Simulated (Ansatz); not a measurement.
C10H20, SMILES `CC(C)(C)/C=C/C(C)(C)C`, 30 atoms. Total charge 0; spin multiplicity 1. Hardware: A = 4 threads of an AMD EPYC 7R13 on a shared host and a share of an NVIDIA H100 80 GB; B = 4 threads of an AMD EPYC 7R13 on a shared host. Correlated methods freeze the cores.

Question: Give the basis size and wall time and peak host memory of each of these runs in Ansatz. RKS PBE0-D4/def2-TZVP relaxation (6 steps) [A]; RHF-CCSD(T)/def2-TZVPP energy [A]; RKS ωB97M-V/def2-TZVPP energy and forces [A]; RKS ωB97M-V/def2-SVP energy [B]; direct RPA on PBE orbitals/def2-TZVPP energy [A]; RKS r2SCANh-D4/def2-TZVPP energy [A]; RKS PBE0-D4/def2-QZVPP energy [A]; RHF-CCSD(T)/def2-SVP energy [A]; RKS SPW92 (LDA)/def2-TZVPP energy [A]; RKS PBE0-D4/def2-SVP energy [B]; RHF-MP2/def2-QZVPP energy [A]; RKS BHLYP-D4/def2-TZVPP energy [A]. (Best estimate.)

Answer: Ansatz gave: Other jobs shared the machine, so times are rough.

| level | job | functions | wall time | peak host memory (GiB) |
| --- | --- | --- | --- | --- |
| RKS SPW92 (LDA)/def2-TZVPP | energy [A] | 590 | 2.2 s | 1.3 |
| RKS BHLYP-D4/def2-TZVPP | energy [A] | 590 | 3.5 s | 1.3 |
| RKS PBE0-D4/def2-SVP | energy [B] | 240 | 4.5 s | 1.3 |
| RKS PBE0-D4/def2-QZVPP | energy [A] | 1170 | 4.7 s | 1.8 |
| RKS r2SCANh-D4/def2-TZVPP | energy [A] | 590 | 5 s | 1.3 |
| RHF-CCSD(T)/def2-SVP | energy [A] | 240 | 6 s | 1.3 |
| direct RPA on PBE orbitals/def2-TZVPP | energy [A] | 590 | 8 s | 3.7 |
| RKS ωB97M-V/def2-TZVPP | energy and forces [A] | 590 | 8.5 s | 1.4 |
| RKS ωB97M-V/def2-SVP | energy [B] | 240 | 14 s | 1.5 |
| RKS PBE0-D4/def2-TZVP | relaxation (6 steps) [A] | 430 | 19 s | 1.3 |
| RHF-MP2/def2-QZVPP | energy [A] | 1170 | 26 s | 18 |
| RHF-CCSD(T)/def2-TZVPP | energy [A] | 590 | 3.1 min | 3.5 |
